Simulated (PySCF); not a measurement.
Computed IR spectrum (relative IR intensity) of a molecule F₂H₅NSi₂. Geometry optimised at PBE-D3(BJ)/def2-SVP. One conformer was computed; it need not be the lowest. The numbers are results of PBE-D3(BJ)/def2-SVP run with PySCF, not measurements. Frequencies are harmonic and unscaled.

Lines under 2 % of the strongest are left out, and lines within 2 cm⁻¹ are merged.

```tsv
ν (cm⁻¹)	relative intensity
76	3.6
116	3.5
177	9.3
256	6.3
326	3.2
402	2.6
446	8.5
493	100
779	41
799	43
812	79
850	60
895	2.3
916	60
1503	11
2150	44
2164	65
2166	41
3465	12
3557	10
```

Q: Which structure fits?
A. F[SiH2]N[SiH2]F
B. F[SiH](F)N[SiH3]
C. N[Si](F)(F)[SiH3]
D. N[SiH2][SiH](F)F

A: D, N[SiH2][SiH](F)F
